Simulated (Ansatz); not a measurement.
Coupled-cluster diagnostics for the cluster Be4S4⁺, Ansatz.

Geometry of the doublet (PBE-D4/def2-SVP):

```xyz
8

Be   -0.795    0.961    1.240
Be   -0.703   -1.201   -0.381
Be    0.453    0.746   -1.150
Be    1.030   -0.269    0.869
S     1.327   -1.167   -0.960
S     0.830    1.841    0.576
S    -0.828   -0.952    1.678
S    -1.314    0.042   -1.872
```

Correlated methods freeze 20 core orbitals. Another isomer (doublet) lies 0.12 eV lower at PBE0-D4/def2-TZVP; other spin states weren't run for this one.

Q: Estimate the CCSD(T) correlation energy, the shares of MP2 and (T), T1 and the reference's ⟨S²⟩ for: charge 1, doublet, own geometry in def2-SVP; and the rough time on 4 threads of Intel Xeon Platinum 8488C on a shared host.

A: 
```
                          state     basis  correlation (eV)  MP2 share (%)  (T) share (%)     T1  ⟨S²⟩ (pure)  wall time
charge 1, doublet, own geometry  def2-SVP           -18.214           88.5            3.9  0.019  0.76 (0.75)       19 s
```
Customary marks for T1 are 0.02 (closed shells), 0.045 (open shells) and about 0.05 (3d metals). T1 stays under 0.02 throughout.
